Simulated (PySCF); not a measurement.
```xyz
12

C     -1.6740    -0.0585     0.2283
C     -0.5591    -0.1635    -0.8073
C      0.7702    -0.4683    -0.1930
Si     2.1761     0.4982    -0.2423
H     -2.6389     0.1305    -0.2492
H     -1.7584    -0.9828     0.8059
H     -1.4717     0.7531     0.9307
H     -0.5089     0.7648    -1.3854
H     -0.8162    -0.9546    -1.5238
H      0.8271    -1.4009     0.3671
H      3.4330     0.0940     0.4215
H      2.2207     1.7880    -0.9661
```

Charge 0, multiplicity 1.

Question: Give the Mulliken and meta-Löwdin atomic charges from PBE0-D3(BJ)/def2-TZVP (PySCF 2.14.0).

Answer: 
| atom | Mulliken (e) | meta-Löwdin (e) |
|---|---|---|
| C1 | -0.35 | -0.34 |
| C2 | -0.13 | -0.18 |
| C3 | -0.32 | -0.42 |
| Si4 | 0.10 | 0.38 |
| H5 | 0.12 | 0.11 |
| H6 | 0.11 | 0.11 |
| H7 | 0.12 | 0.11 |
| H8 | 0.10 | 0.11 |
| H9 | 0.11 | 0.11 |
| H10 | 0.13 | 0.13 |
| H11 | 0.01 | -0.06 |
| H12 | 0.00 | -0.07 |
